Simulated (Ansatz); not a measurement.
Ideal-gas functions of CH$_{4}$BNSe, SMILES `BC(N)=[Se]` at 400 K and 1 bar, from an Ansatz frequency run at PBE0-D4/def2-TZVP.

Molar mass 119.82 g/mol, point group Cs (symmetry number 1), electronic degeneracy 1, moments of inertia 51.993, 136.529, 184.14 u Å². Harmonic wavenumbers (cm⁻¹, unscaled): 278, 314, 316, 554, 627, 643, 670, 842, 848, 926, 1163, 1228, 1566, 1669, 2567, 2651, 3556, 3678.

Use S(trans) = R[1.5 ln M + 2.5 ln T − 1.1517]; rotational temperatures θ = 24.2544 K / I; S(rot) = R[ln(√π/σ · √(T³/θAθBθC)) + 1.5]; for each mode x = 1.438777 ν̃/T, S = R[x/(eˣ − 1) − ln(1 − e⁻ˣ)] and H = RT x/(eˣ − 1); 1 cm⁻¹ = 0.0119627 kJ/mol; R = 8.31446 J/(mol·K).

By hand: the entropy, in J/(mol·K).

Translation 174.7. Rotation: θ = 0.4665, 0.1777, 0.1317 K, giving 110.7. Vibration, mode by mode: 8.65, 7.73, 7.68, 3.83, 3.12, 2.98, 2.76, 1.69, 1.66, 1.33, 0.67, 0.55, 0.20, 0.14, 0.01, 0.01, 0.00, 0.00, in all 43.0. Electronic 0.0. Sum 328.4 J/(mol·K).

By hand: H − E and G − E in kJ/mol, counted from the electronic energy.

Zero-point energy ½ × 24096 × 0.0119627 = 144.1; thermal vibration 11.0; translation, rotation and pV give 4 RT = 13.3. H − E = 168.4 kJ/mol, and G − E = 168.4 − 400 × 328.4/1000 = 37.0 kJ/mol.

Vibration gives 13 % of the entropy. The sum counts one conformer and one mirror image; others add a mixing term.
